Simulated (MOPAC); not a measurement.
Job for MOPAC: PM6 on FHOTe (SMILES O[Te]F), a point of a bond scan (R = 1.925 Å).

```
PM6 1SCF PRECISE CHARGE=0 THREADS=1
FHOTe

Te     0.11954946 1     0.04292439 1     0.30932958 1
F     -1.07547465 1     1.13296961 1    -0.73450071 1
O      0.30870938 1    -1.40576060 1    -0.98121946 1
H      0.99302490 1    -1.18271001 1    -1.62487581 1
```

Program output:

```
*******************************************************************************
 **                                                                           **
 **                              MOPAC v23.2.5                                **
 **                                                                           **
 *******************************************************************************
 ** MOPAC's Digital Object Identifier: https://doi.org/10.5281/zenodo.6511958 **
 **                                                                           **
 ** Please cite the open-source release paper for use of this MOPAC version:  **
 ** J. E. Moussa and J. J. P. Stewart (2026)                                  **
 ** MOPAC: An open-source semiempirical molecular orbital program             **
 ** J. Open Source Softw., 11(119), 8025, https://doi.org/10.21105/joss.08025 **
 *******************************************************************************

                              PM6 CALCULATION RESULTS

 *******************************************************************************
 *  PM6        - The PM6 Hamiltonian to be used
 *
 *
 *
 *                 CHARGE ON SYSTEM = 0
 *
 *
 *
 *  PRECISE    - TIGHTER CRITERIA TO BE USED
 *  1SCF       - DO 1 SCF AND THEN STOP
 *  THREADS=1  - MULTI-THREADING NOT USED
 *  T=         - A TIME OF 172800.0 SECONDS REQUESTED
 *  DUMP=N     - RESTART FILE WRITTEN EVERY 7200.0 SECONDS REQUESTED
 *******************************************************************************
PM6 1SCF PRECISE CHARGE=0 THREADS=1
 FHOTe

   ATOM   CHEMICAL          X               Y               Z
  NUMBER   SYMBOL      (ANGSTROMS)     (ANGSTROMS)     (ANGSTROMS)

     1      Te          0.11954946  *   0.04292439  *   0.30932958  *
     2       F         -1.07547465  *   1.13296961  *  -0.73450071  *
     3       O          0.30870938  *  -1.40576060  *  -0.98121946  *
     4       H          0.99302490  *  -1.18271001  *  -1.62487581  *



          CARTESIAN COORDINATES

    NO.       ATOM           X           Y           Z

     1        Te          0.1195      0.0429      0.3093
     2         F         -1.0755      1.1330     -0.7345
     3         O          0.3087     -1.4058     -0.9812
     4         H          0.9930     -1.1827     -1.6249

 General Reference for PM6:
 "Optimization of Parameters for Semiempirical Methods V: Modification of NDDO Approximations
 and Application to 70 Elements", J. J. P. Stewart, J. Mol. Mod., 13, 1173-1213 (2007)
 URL: https://link.springer.com/article/10.1007/s00894-007-0233-4

           Empirical Formula: H O Te F  =     4 atoms



      MOLECULAR POINT GROUP   :   C1


      RHF CALCULATION, NO. OF DOUBLY OCCUPIED LEVELS = 10


 -------------------------------------------------------------------------------
 PM6 1SCF PRECISE CHARGE=0 THREADS=1
 FHOTe



     1SCF WAS SPECIFIED, SO BFGS WAS NOT USED
     SCF FIELD WAS ACHIEVED


                              PM6 CALCULATION
                                                       MOPAC v23.2.5 Linux




          FINAL HEAT OF FORMATION =        -85.04911 KCAL/MOL =    -355.84548 KJ/MOL


          COSMO AREA              =         94.07 SQUARE ANGSTROMS
          COSMO VOLUME            =         79.61 CUBIC ANGSTROMS

          IONIZATION POTENTIAL    =          9.261846 EV
          HOMO LUMO ENERGIES (EV) =         -9.262 -1.814
          NO. OF FILLED LEVELS    =         10
          MOLECULAR WEIGHT        =        163.6057         POINT GROUP:  C1

          MOLECULAR DIMENSIONS (Angstroms)

            Atom       Atom       Distance
            H     4    F     2     3.23014
           Te     1    F     2     1.45630
            F     2    O     3     0.71578


          SCF CALCULATIONS        =          1





   ATOM   CHEMICAL          X               Y               Z
  NUMBER   SYMBOL      (ANGSTROMS)     (ANGSTROMS)     (ANGSTROMS)

     1      Te          0.11954946  *   0.04292439  *   0.30932958  *
     2       F         -1.07547465  *   1.13296961  *  -0.73450071  *
     3       O          0.30870938  *  -1.40576060  *  -0.98121946  *
     4       H          0.99302490  *  -1.18271001  *  -1.62487581  *

                             CARTESIAN COORDINATES

   1   Te        0.119549460     0.042924390     0.309329580
   2    F       -1.075474650     1.132969610    -0.734500710
   3    O        0.308709380    -1.405760600    -0.981219460
   4    H        0.993024900    -1.182710010    -1.624875810


           Empirical Formula: H O Te F  =     4 atoms



      MOLECULAR POINT GROUP   :   C1


                  EIGENVALUES
 -72.95151 -38.40450 -28.84271 -17.53477 -15.15940 -14.77399 -14.07363 -12.98902
 -12.09234  -9.26185  -1.81405  -1.69436   5.12064


              NET ATOMIC CHARGES AND DIPOLE CONTRIBUTIONS

  ATOM NO.   TYPE          CHARGE      No. of ELECS.   s-Pop       p-Pop
    1         Te           0.844307        5.1557     1.98333     3.17236
    2          F          -0.479486        7.4795     1.96337     5.51612
    3          O          -0.704156        6.7042     1.73856     4.96560
    4          H           0.339335        0.6607     0.66067
 DIPOLE           X         Y         Z       TOTAL
 POINT-CHG.     3.536     0.392     3.616     5.073
 HYBRID         0.057     0.011    -0.580     0.583
 SUM            3.593     0.403     3.037     4.722


          ATOMIC ORBITAL ELECTRON POPULATIONS

     Atom    s        px        py        pz
    1 Te   1.98333   1.45920   0.82466   0.88849
    2  F   1.96337   1.83006   1.81864   1.86741
    3  O   1.73856   1.68868   1.68906   1.58785
    4  H   0.66067

 **********************
 *                    *
 * JOB ENDED NORMALLY *
 *                    *
 **********************




 == MOPAC DONE ==
```

The run finished.

Cost: roughly 0.03 core-seconds.
